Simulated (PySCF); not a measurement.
Input of a response calculation (the driver script's job line, then coordinates in Å):

```
{"job": {"kind": "uv", "xc": "CAM-B3LYP", "basis": "def2-SVPD", "nstates": 8, "ntriplets": 3}, "charge": 0, "multiplicity": 1}
C     -2.083225    -1.248410     0.354865
C     -2.024446    -0.000705    -0.474398
C     -1.167032     0.995805    -0.308841
C     -0.073586     1.065747     0.708795
C      1.297881     1.265220     0.028362
N      1.721982     0.199505    -0.853979
C      2.055690    -1.046585    -0.197682
H     -1.180205    -1.845858     0.224826
H     -2.934707    -1.858767     0.067065
H     -2.174540    -1.007963     1.413323
H     -2.759589     0.070676    -1.264839
H     -1.219727     1.853527    -0.968507
H     -0.052884     0.165248     1.321685
H     -0.247388     1.921389     1.367762
H      2.068028     1.386683     0.795695
H      1.265839     2.182038    -0.569086
H      1.005891     0.038404    -1.556762
H      1.209667    -1.542720     0.299676
H      2.824512    -0.851831     0.550515
H      2.462691    -1.730725    -0.941511
```

The program printed, after the SCF cycles:

```
converged SCF energy = -290.8182648426

Static polarisability (au): isotropic 82.036, principal 70.934 80.140 95.034

Singlet excitations
state   eV       nm        f      main configurations
  1   5.9888    207.0   0.00594   H->L 0.81
  2   6.5156    190.3   0.03805   H->L+1 0.80, H->L+4 0.13
  3   6.7562    183.5   0.00669   H->L+2 0.60, H->L+5 0.14, H->L+3 0.09
  4   6.8530    180.9   0.03127   H-1->L 0.49, H-1->L+2 0.18, H-1->L+1 0.12
  5   6.9921    177.3   0.02607   H->L+3 0.66, H->L+2 0.14, H->L+6 0.08
  6   7.1190    174.2   0.28420   H-1->L+1 0.64, H-1->L 0.24
  7   7.3579    168.5   0.03445   H->L+4 0.47, H-1->L+2 0.18, H->L+1 0.10
  8   7.4463    166.5   0.02865   H-1->L+2 0.45, H-1->L+1 0.17, H-1->L 0.10

Triplet excitations (Tamm-Dancoff, eV): 4.3274 5.8166 6.4736
```

Method used: TDDFT CAM-B3LYP/def2-SVPD, vertical, gas phase, core orbitals frozen in the response in PySCF. Geometry: GFN2-xTB, one conformer, isolated molecule.

Q: What share of the summed oscillator strength falls to the strongest level in this window?

A: State 6 at 174 nm: 0.2842 of 0.4553, or 62%.

Q: What is the polarisability anisotropy, √(½[(α1 − α2)² + (α2 − α3)² + (α3 − α1)²])?

A: 21.06 au.

Q: What transition dipole goes with state 6?

A: |μ|² = 3f / (2ΔE) = 3 × 0.2842 / (2 × 0.2616) ≈ 1.629 au, so |μ| = 3.24 D.

Q: Which orbital energies lie behind H and L?

A: HOMO -7.65 eV and LUMO 1.28 eV, a gap of 8.93 eV; state 1 differs from that by -2.94 eV.

Q: How many basis functions and electrons does this run hold?

A: 244 basis functions for 56 electrons in 28 doubly occupied orbitals.

Q: Write the structure that the coordinates describe.

A: `C/C=C\CCNC` (C6H13N), point group C1.

H and L stand for HOMO and LUMO.

Time: 63 s. Hardware: Arm Neoverse V2, one thread, on a shared host.

The values belong to the conformer `[CH3:1]/[CH:2]=[CH:3]\[CH2:4][CH2:5][NH:6][CH3:7]`: C2–C3–C4–C5 123°, C3–C4–C5–N6 -62°, C4–C5–N6–C7 -69°.
